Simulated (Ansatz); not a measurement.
I3Pb, charge -1, singlet, at a GFN2-xTB geometry (such geometries of metal compounds can be far from the true shape) (core potentials on I, Pb) (a gas-phase anion, which may not be bound at this level); Ansatz (a first-principles code) with WB97X/def2-SVP.

The Ansatz input:
Ansatz 0.2 input:
```yaml
crystal:
  periodic: [false, false, false]
  atoms:
    - {symbol: Pb, position_ang: [-0.00801113, -0.00941235, 0.81054775]}
    - {symbol: I, position_ang: [0.42898299, -2.52528977, -0.44320013]}
    - {symbol: I, position_ang: [1.98287322, 1.63760001, -0.37950125]}
    - {symbol: I, position_ang: [-2.39946163, 0.90225226, -0.43135362]}
basis:
  gaussian:
    orbitals: def2-SVP
hamiltonian:
  xc: {name: wB97X}
total_charge: -1
```

Q: What does Ansatz print? Leave out banner, timings and long lists.

A: 
```
Functional definition: wB97X
1352 factors; integrals over basis functions are off by at most 1.4e-4 eV
271 factors; integrals over basis functions are off by at most 5.5e-6 eV
mean field evaluation 1: about -29561.7723 eV, gradient 1.6e1 eV
mean field evaluation 2: about -29562.2737 eV, gradient 1.4e1 eV
mean field evaluation 4: about -29562.8782 eV, gradient 8.1e-1 eV
mean field evaluation 8: about -29562.8994 eV, gradient 3.5e-2 eV
mean field evaluation 16: about -29562.8994 eV, gradient 2.9e-5 eV
mean field -29562.89940437 eV, -1086.4165146576 hartree, gradient 2.9e-5 eV, S^2 0.000000; 0 other end points of the search recorded, 0 dependent functions left out
reference -29562.89937722 eV, -1086.4165136601 hartree; 49, 49 occupied and 55, 55 virtual orbitals, 1352 factors
Total energy: -29562.89937722 eV, -1086.4165136601 hartree
```
